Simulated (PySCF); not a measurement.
Be(iPr)(NH2), C3H9BeN, SMILES C[CH](C)[Be][NH2], CAM-B3LYP/def2-SVP optimised geometry.

```
14

Be     0.66    -0.04     0.00
C     -1.03    -0.05     0.02
C     -1.65    -1.01    -1.00
C     -1.65     1.35    -0.09
H     -1.29    -0.44     1.03
H     -2.75    -1.05    -0.91
H     -1.44    -0.69    -2.04
H     -1.27    -2.04    -0.90
H     -1.27     2.04     0.68
H     -2.75     1.32     0.01
H     -1.44     1.81    -1.07
N      2.16    -0.04     0.00
H      2.75     0.23    -0.78
H      2.75    -0.31     0.78
```

Density from CAM-B3LYP/def2-TZVP in PySCF at that geometry.

Minimum of the electron density along straight lines between bonded atoms, close to the bond critical point (lines longer than 1.1 times the sum of covalent radii, or with two minima, are not listed):

```tsv
bond	length / Å	ρ at the minimum / e bohr⁻³	∇²ρ there / e bohr⁻⁵	position (fraction from the first atom)
Be1–C2	1.689	(withheld)	0.33	0.33
C2–C3	1.536	0.239	-0.57	0.49
C2–C4	1.536	0.239	-0.57	0.49
C2–H5	1.110	0.262	(withheld)	0.63
C3–H6	1.105	0.270	-0.90	0.64
C3–H7	1.103	0.271	-0.91	0.64
C3–H8	1.102	0.272	-0.92	0.64
C4–H9	1.102	0.272	-0.92	0.64
C4–H10	1.105	0.270	-0.90	0.64
C4–H11	1.103	0.271	-0.91	0.64
Be1–N12	1.499	(withheld)	0.81	0.35
N12–H13	1.016	0.329	-1.55	0.73
N12–H14	1.016	0.329	-1.55	0.73
```

Fill in the missing entries.


- Be1–C2, ρ at the minimum / e bohr⁻³: 0.103
- C2–H5, ∇²ρ there / e bohr⁻⁵: -0.84
- Be1–N12, ρ at the minimum / e bohr⁻³: 0.122
